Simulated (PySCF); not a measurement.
C3H8NOSi (doublet state).
Cartesian coordinates in Å at the GFN2-xTB level; atoms count from 1:
```
atom  x, y, z in Å
C1     2.389    1.023    0.023
N2     1.330    0.306    0.059
C3     1.059   -0.893    0.482
Si4   -0.694   -1.361    0.965
O5    -1.703   -0.096    0.926
C6    -1.931    0.834   -0.090
H7     3.270    0.821    0.626
H8     2.381    1.916   -0.581
H9     1.848   -1.647    0.477
H10   -0.832   -1.716    2.373
H11   -1.125   -2.440    0.060
H12   -2.369    0.351   -0.968
H13   -0.997    1.319   -0.384
H14   -2.627    1.583    0.290
```

The hyperfine couplings belong to this conformer and change with its torsions.

Identity: `[CH2]/N=C/[SiH2]OC` [radical].

Computed, not measured: UKS B3LYP, pcH-1 on C H N O Si, non-relativistic, mean-field spin-orbit, GIAO (PySCF). Geometry: GFN2-xTB, one conformer, isolated molecule. Couplings are sensitive to structure, and on GFN2-xTB geometries they can be far from those on DFT ones. The frame is twisted about the N2–C3 bond at this geometry (dihedral C1–N2–C3–H9 = -28°); couplings at other torsion angles weren't computed. No stability test was run, so a lower SCF solution isn't excluded.

(1) Match the computed a_iso(13C) values +67.8, +62.4, +1.0 MHz with the sites C1; C3; C6.

(2) The isotropic 1H couplings, averaged over equivalent nuclei, are +32.0, -21.0, -14.0, -10.2, -0.1 MHz. Assign them to H7; H8; H9; H10/H11; H12/H13/H14.

## Answers

(1) 
```json
{"site": "C1", "a_iso (MHz)": "+62.4", "ρ(0) (bohr⁻³)": "+0.0555", "position": "a main spin site", "distance from C3 (Å)": "2.38", "spin population": "+0.46", "largest |T| (MHz)": "73.7"}
{"site": "C3", "a_iso (MHz)": "+67.8", "ρ(0) (bohr⁻³)": "+0.0604", "position": "largest spin population", "distance from C3 (Å)": "0.00", "spin population": "+0.57", "largest |T| (MHz)": "89.7"}
{"site": "C6", "a_iso (MHz)": "+1.0", "ρ(0) (bohr⁻³)": "+0.0009", "position": "3 bonds from C3", "distance from C3 (Å)": "3.50", "spin population": "0.00", "largest |T| (MHz)": "0.8"}
```

(2) 
| site | a_iso (MHz) | ρ(0) (bohr⁻³) | position | distance from C3 (Å) | bound to | spin population there | largest \|T\| (MHz) |
| --- | --- | --- | --- | --- | --- | --- | --- |
| H7 | -10.2 | -0.0023 | 1 bond from C1 | 2.80 | C1 | +0.46 | 17.6 |
| H8 | -21.0 | -0.0047 | 1 bond from C1 | 3.28 | C1 | +0.46 | 21.3 |
| H9 | -14.0 | -0.0031 | 1 bond from C3 | 1.09 | C3 | +0.57 | 21.1 |
| H10/H11 | +32.0 | +0.0072 | 2 bonds from C3 | 2.75 | Si4 | -0.02 | 3.6 |
| H12/H13/H14 | -0.1 | 0.0000 | 4 bonds from C3 | 3.84 | C6 | 0.00 | 2.5 |

ρ(0) is the spin density at the nucleus and T the dipolar tensor; a_iso includes a spin–orbit part; entries for several nuclei are means. The Mulliken spin populations are largest on C3 (+0.57) and C1 (+0.46). The angles at C3 add up to 359.8°, so it is planar. Main spin sites, with 60 % or more of the largest population: C1, C3; positions count bonds from the nearest.

The spin density at the nucleus, in bohr⁻³, is negative for Si4 (-0.0271), H8 (-0.0047) and H9 (-0.0031), for instance. A restricted open-shell determinant has no negative spin density anywhere; here it arises because α and β orbitals differ (spin polarisation).

Class means assume fast exchange of nuclei equivalent by connectivity; if that motion is slow, each nucleus keeps its own coupling. H7 and H8 aren't averaged: C1 is flat or nearly so (angle sum 360°), and its turn about the short C1–N2 bond (1.28 Å) is taken as slow. The 1H value of +32.0 MHz is a mean of couplings from 19.9 to 44.0 MHz in this one geometry, not an average over conformers.

The SMILES `[CH2]/N=C/[SiH2]OC` draws the unpaired electron on C1, whose computed spin population is only +0.46.
